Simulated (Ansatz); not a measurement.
A nudged elastic band was laid between two geometries of BClH2 + BrH (6 atoms, charge 0, multiplicity 1).

All numbers below come from RKS PBE0-D4/def2-SVP in Ansatz.

```json
{"movable images": "7", "climbing image": "yes", "spring": "5.0 eV/Å²", "optimiser": "quadratic models (default)", "start path": "through a guess of the saddle point", "force threshold": "0.05 eV/Å", "iteration limit": "60", "end points": "relaxed"}
```

First end point:

```xyz
6
Properties=species:S:1:pos:R:3
B -0.016 0.263 0.079
Cl -0.058 0.884 1.722
H 1.058 0.152 -0.450
H -1.063 0.100 -0.486
Br 0.061 -2.676 0.717
H 0.174 -2.237 2.066
```

Last end point:

```xyz
6
Properties=species:S:1:pos:R:3
B 0.009 -0.462 -0.305
Cl 0.025 0.216 2.370
H 1.054 0.108 -0.467
H -1.072 0.045 -0.436
Br 0.069 -2.374 -0.142
H 0.069 -1.046 2.628
```

(1) Which bonds break or form, and what moves?

(2) Give the energies along the band, and the barrier.

(3) What is the geometry of the highest image?

(4) What are the harmonic wavenumbers there?

Results:

(1) Bonds broken: B1–Cl2, Br5–H6. Bonds formed: B1–Br5, Cl2–H6. BClH2 + BrH becomes BBrH2 + ClH.

(2) The run converged. The highest image is number 4 of 0 to 8, 45.2 kJ/mol above the first end and 34.5 kJ/mol above the last; the last end lies 10.7 kJ/mol above the first. A vibrational analysis at the climbing image gives one clearly imaginary mode, 621i cm⁻¹: a first-order saddle point. The orbitals stay closed-shell, which can raise the energy where a bond breaks towards radicals; this wasn't checked here.

```json
{"image": "0", "path coordinate (Å)": "0.00", "energy (kJ/mol)": "0.0", "B1–Cl2 (Å)": "1.76", "Br5–H6 (Å)": "1.42", "B1–Br5 (Å)": "3.01"}
{"image": "1", "path coordinate (Å)": "0.36", "energy (kJ/mol)": "1.6", "B1–Cl2 (Å)": "1.77", "Br5–H6 (Å)": "1.43", "B1–Br5 (Å)": "2.91"}
{"image": "2", "path coordinate (Å)": "0.71", "energy (kJ/mol)": "9.2", "B1–Cl2 (Å)": "1.79", "Br5–H6 (Å)": "1.43", "B1–Br5 (Å)": "2.68"}
{"image": "3", "path coordinate (Å)": "1.07", "energy (kJ/mol)": "28.1", "B1–Cl2 (Å)": "1.85", "Br5–H6 (Å)": "1.48", "B1–Br5 (Å)": "2.38"}
{"image": "4", "path coordinate (Å)": "1.42", "energy (kJ/mol)": "45.2", "B1–Cl2 (Å)": "1.97", "Br5–H6 (Å)": "1.67", "B1–Br5 (Å)": "2.16"}
{"image": "5", "path coordinate (Å)": "1.74", "energy (kJ/mol)": "33.0", "B1–Cl2 (Å)": "2.14", "Br5–H6 (Å)": "2.02", "B1–Br5 (Å)": "2.04"}
{"image": "6", "path coordinate (Å)": "2.06", "energy (kJ/mol)": "19.6", "B1–Cl2 (Å)": "2.38", "Br5–H6 (Å)": "2.36", "B1–Br5 (Å)": "1.97"}
{"image": "7", "path coordinate (Å)": "2.37", "energy (kJ/mol)": "12.5", "B1–Cl2 (Å)": "2.61", "Br5–H6 (Å)": "2.70", "B1–Br5 (Å)": "1.93"}
{"image": "8", "path coordinate (Å)": "2.69", "energy (kJ/mol)": "10.7", "B1–Cl2 (Å)": "2.76", "Br5–H6 (Å)": "3.07", "B1–Br5 (Å)": "1.92"}
```

(3) 
```xyz
6
Properties=species:S:1:pos:R:3
B 0.012 -0.233 0.097
Cl 0.003 0.282 1.998
H 1.060 0.072 -0.401
H -1.058 0.003 -0.392
Br 0.083 -2.347 0.524
H 0.055 -1.290 1.822
```

(4) 621i, 267, 478, 487, 633, 736, 809, 1070, 1133, 1216, 2620, 2758 cm⁻¹.

Run time: 3.7 min on 1 thread of Arm Neoverse V1, with other jobs on the host, peak memory 0.16 GiB.
